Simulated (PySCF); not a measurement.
Compound: C₇H₆FN₃.
Atom-mapped SMILES: `[CH3:1][n:2]1[n:3][n:4][c:5]2[c:6]([F:7])[cH:8][cH:9][cH:10][c:11]12`

Definitions: NICS(0) = −σiso at the ring centroid; NICS(1) = −σiso and NICS(1)zz = −σzz at ±1 Å along the ring normal z. Level: GIAO PBE0/pcSseg-1 (PySCF, non-relativistic, gas phase) on the GFN2-xTB geometry, one conformer.

Rings: 1. N2–N3–N4–C5–C11; 2. C5–C6–C8–C9–C10–C11.

```tsv
set	NICS(0)	NICS(1), two faces	NICS(1)zz, two faces
P	-12.1	-12.2 / -12.2	-29.2 / -29.1
Q	-13.6	-13.7 / -13.7	-33.6 / -33.6
```

Problem. Which set (ppm) belongs to which ring?

Solution. P = 2, Q = 1.
- 1 (5-membered ring with 3 N; formal bonds all aromatic): mean NICS(1)zz -33.6 ppm, shielded. The ring is flat and has no four-coordinate atom; by the NICS criterion it is aromatic, though in fused rings the probe also feels the neighbouring ring.
- 2 (6-membered carbocycle; formal bonds all aromatic): mean NICS(1)zz -29.2 ppm, shielded. The ring is flat and has no four-coordinate atom; by the NICS criterion it is aromatic, though in fused rings the probe also feels the neighbouring ring.

Problem. How do the rings differ in shape?

Solution. 
```csv
ring,bond lengths (Å),rms pucker (Å),HOMA,nearest outside atom to a NICS(1) probe (Å)
1,"1.337, 1.265, 1.362, 1.419, 1.360",0.00,0.85,carbon 2.73
2,"1.397, 1.375, 1.401, 1.375, 1.391, 1.419",0.00,0.93,hydrogen 2.65
```

HOMA = 1 − mean of α(R − Ropt)² over the ring bonds, with Krygowski's 1993 parameters (CC: Ropt 1.388 Å, α 257.7 Å⁻²; CN: Ropt 1.334 Å, α 93.52 Å⁻²; NN: Ropt 1.309 Å, α 130.33 Å⁻²).
